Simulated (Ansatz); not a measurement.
Relaxation of CH4AlI (7 atoms, charge 0, multiplicity 1), to a largest force component of 0.015 eV/Å in at most 40 steps.

These are results of Ansatz 0.2.0, RKS PBE/def2-SVP, not measurements.

```xyz
7
Properties=species:S:1:pos:R:3
Al -0.751 0.216 -0.746
C 0.651 0.023 0.582
I 0.106 1.185 2.272
H -1.550 -0.995 -1.277
H -1.137 1.710 -1.334
H 1.632 0.368 0.170
H 0.753 -1.067 0.883
```

Task: Where does it end, and by what steps?

Result: The run converged. After 7 steps the energy has fallen by 0.291 eV; H4 moved furthest, 0.59 Å. Joined: Al1–I3.

```tsv
step	energy less start (eV)	largest force component (eV/Å)	accepted
0	0.0000	1.382	yes
1	-0.1320	0.742	yes
2	-0.1708	0.296	yes
3	-0.2233	0.403	yes
4	-0.2636	0.262	yes
5	-0.2696	0.302	yes
6	-0.2904	0.034	yes
7	-0.2907	0.008	yes
```

```xyz
7
Properties=species:S:1:pos:R:3
Al -0.789 0.298 -0.706
C 0.813 -0.056 0.407
I -0.355 0.883 2.071
H -1.893 -0.851 -0.814
H -0.849 1.676 -1.510
H 1.726 0.562 0.327
H 1.051 -1.071 0.776
```

Whether the end is a true minimum wasn't checked by a vibrational analysis.

Run time: 21 s on 1 thread of Arm Neoverse V1 (shared host), peak memory 0.14 GiB.
